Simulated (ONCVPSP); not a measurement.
How hard is this copper (Cu) ONCV potential?

- Element: copper
- Generator: ONCVPSP 4.0.1
- Type: optimised norm-conserving Vanderbilt (ONCV)
- Functional: PBEsol
- Relativity: scalar-relativistic
- Frozen core: [Ne]
- Valence charge: 19
- Reference configuration: 3s2 3p6 3d9 (charge +2)
- Partial waves: 3s: rc 0.75 bohr, ncon 4, nbas 8, qcut 7.5 1/bohr, 2 projectors, debl 2.9 Ha; 3p: rc 0.90 bohr, ncon 4, nbas 8, qcut 12.8 1/bohr, 3 projectors, debl 1.7 Ha; 3d: rc 1.45 bohr, ncon 5, nbas 9, qcut 10.4 1/bohr, 2 projectors, debl 2.3 Ha
- Local potential: polynomial inside 0.65 bohr (lpopt 5, dvloc0 0 Ha)
- Core correction: none

In the s channel the program set the typed energies aside and used -5.143, 0.250 Ha. In the p channel the program set the typed energies aside and used -3.581, 0.250, 1.950 Ha.

Q: For each optimised wave give the share of its norm inside rc, the residual kinetic energy above qcut (Ha) and the cutoffs (Ha) for errors of 10, 1, 0.1 and 0.01 mHa per electron.

A:

```json
{"wave": "3s", "norm inside rc": "0.609", "residual KE": "1.0e-01", "10 mHa": "231.1", "1 mHa": "307.3", "0.1 mHa": "402.6", "0.01 mHa": "571.8"}
{"wave": "s projector 2", "norm inside rc": "0.018", "residual KE": "8.2e-03", "10 mHa": "26.1", "1 mHa": "77.1", "0.1 mHa": "251.2", "0.01 mHa": "419.2"}
{"wave": "3p", "norm inside rc": "0.736", "residual KE": "1.1e-05", "10 mHa": "34.7", "1 mHa": "43.0", "0.1 mHa": "51.6", "0.01 mHa": "83.5"}
{"wave": "p projector 2", "norm inside rc": "0.021", "residual KE": "1.9e-06", "10 mHa": "24.1", "1 mHa": "34.5", "0.1 mHa": "43.0", "0.01 mHa": "64.8"}
{"wave": "p projector 3", "norm inside rc": "0.018", "residual KE": "3.2e-06", "10 mHa": "25.7", "1 mHa": "35.9", "0.1 mHa": "44.3", "0.01 mHa": "71.6"}
{"wave": "3d", "norm inside rc": "0.863", "residual KE": "1.7e-04", "10 mHa": "42.5", "1 mHa": "49.0", "0.1 mHa": "66.0", "0.01 mHa": "139.1"}
{"wave": "d projector 2", "norm inside rc": "0.068", "residual KE": "2.1e-04", "10 mHa": "40.0", "1 mHa": "48.8", "0.1 mHa": "66.5", "0.01 mHa": "158.9"}
```

The occupied waves need 307 Ha and 403 Ha for 1 and 0.1 mHa.
